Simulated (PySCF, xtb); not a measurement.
CH₆BClO₂Si, SMILES B(O)(O)C[SiH2]Cl.

GFN2-xTB (xtb 6.7.1) at its own geometry gives an orbital gap of 5.62 eV and a dipole moment of 0.50 D.

The structure is a stationary point at PBE0-D3(BJ)/def2-SVP. This is a generated structure with no PubChem entry under its InChIKey; it may be hypothetical. One conformer was computed; it need not be the lowest.

Problem. What does HF/def2-TZVP run with PySCF give? (Estimate from the structure and the level; the computed values follow.)

Solution. gap 14.63 eV (levels -11.99 and 2.64 eV), dipole 1.48 D.
